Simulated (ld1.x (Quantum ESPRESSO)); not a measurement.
## Re: excitation energies, all-electron against TM

ld1.x (Quantum ESPRESSO) 7.5 input, shortened:

```
&input
   title='Re', zed=75., rel=2, dft='REVPBE', iswitch=3,
   config='[Xe] 4f14 5d5 6s2 6p0', rel_dist='average'
 /
 &inputp
   pseudotype=2, tm=.true., lloc=2,
   nlcc=.true., new_core_ps=.true., rcore=1.70
 /
3
6S  1  0   2.00   0.00  2.25  2.25  0.0
6P  2  1   0.00   0.00  3.85  3.85  0.0
5D  3  2   5.00   0.00  1.70  1.70  0.0
 &test
   configts(1)='5d5 6s2 6p0'
 /
```

Open shells are filled in proportion to 2j + 1 (rel_dist='average').

Energies are relative to the spin-unpolarised reference configuration 5d5 6s2 6p0; without spin polarisation the order of configurations can differ from experiment. The d channel is local and has no spin–orbit splitting in the pseudo-atom.

```tsv
valence configuration	charge	ΔE all-electron (eV)	error AE − PS (meV)
5d5 6s1 6p0	+1	9.172	-11
5d5 6s0 6p0	+2	25.363	-53
5d4 6s0 6p0	+3	52.386	-101
5d5.5 6s1.5 6p0	0	0.372	-21
5d5 6s1.5 6p0	+0.5	3.749	-2.4
5d4 6s2 6p0	+1	9.912	-37
```

**Question.** What are ΔE and the potential's error for 5d5 6s1 6p1?

**Answer.** ΔE = 4.733 eV all-electron; the error (AE − PS) is +32 meV.

These tests converged, but a pseudo level misses the all-electron one widely, so the file describes the atom poorly there or has found another state: 5d5 6s0 6p0: empty 6p by 3.6 eV.

Note: ghost states, extra bound levels that the all-electron valence spectrum of the same l lacks: s at -47.8 eV, p3/2 at -10.0 eV, p1/2 at -1.43 eV. A true bound ghost makes a file unfit for plane-wave use. The potential misses its own reference levels by up to 0.5 eV.
